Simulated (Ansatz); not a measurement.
A structure drawn as `FC1C(F)C1(F)F`, with this starting geometry:

Cartesian coordinates in Å:
```
F -0.946 -1.226 1.270
C 0.012 -0.760 0.430
C -0.422 0.012 -0.806
F 0.392 -0.231 -1.953
C 0.298 0.696 0.307
F -0.382 1.620 1.111
F 1.616 1.148 0.198
H 0.861 -1.451 0.388
H -1.428 0.194 -0.945
```

Total charge 0; spin multiplicity 1.

Task: Does it keep its bonds when Ansatz relaxes it at PBE-D4/def2-SVP and then PBE0-D4/def2-TZVP?

Result: Yes, every drawn bond is still there and no new one forms.

Task: Give the relaxed structure. (An estimate is asked.)

Result: Ansatz gave: 
Z-matrix (Å, degrees):
```
C
C 1 1.508
F 1 1.348 2 119.1
C 1 1.492 2 59.6 3 -111.0
H 1 1.087 2 116.5 3 143.8
F 2 1.348 1 119.1 3 -137.9
H 2 1.087 1 116.5 3 5.8
F 4 1.332 1 120.3 2 107.1
F 4 1.332 1 117.9 2 -111.0
```
All modes are real.

Atoms count as bonded under 1.1 times the sum of their covalent radii (H–H under 0.85 Å, pairs among N, O and F under 1.55 Å), and a drawn bond as lost past 1.3 times.
